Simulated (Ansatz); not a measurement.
A series at In: from `[SiH3][O][In]([O][SiH3])[O][SiH3]`, ligands are replaced one by one, each step taking up HCl and setting free `O[SiH3]`; n counts the steps. Ansatz, PBE0-D4/def2-TZVP geometries. Each molecule was computed in one conformer, which needn't be the lowest.

```tsv
n	molecule	HOMO energy, ωB97M-V/def2-TZVPP (eV)
0	`[SiH3][O][In]([O][SiH3])[O][SiH3]`	-10.85
1	`[SiH3][O][In]([Cl])[O][SiH3]`	-11.03
2	`[SiH3][O][In]([Cl])[Cl]`	?
3	`[Cl][In]([Cl])[Cl]`	-11.74
```

Question: By hand: fit a straight line y = ȳ + b (n − n̄) to the 3 given rows and predict n = 2.

Answer: n̄ = 1.333, ȳ = -11.207; Σ(n − n̄)(y − ȳ) = -1.423, Σ(n − n̄)² = 4.667, so b = -0.305 eV a step. Prediction: -11.207 + (-0.305) × (0.667) = -11.41 eV.

Question: By hand: compare with the computed value, -11.11 eV, and give the steps along the whole series.

Answer: The line misses by 0.30 eV (computed minus predicted). Steps: -0.18, -0.08, -0.63 eV.

One step carries most of the change, so a line is a poor guide. The highest orbital can change its character along such a series. The miss is 33.7 % of the series' range.
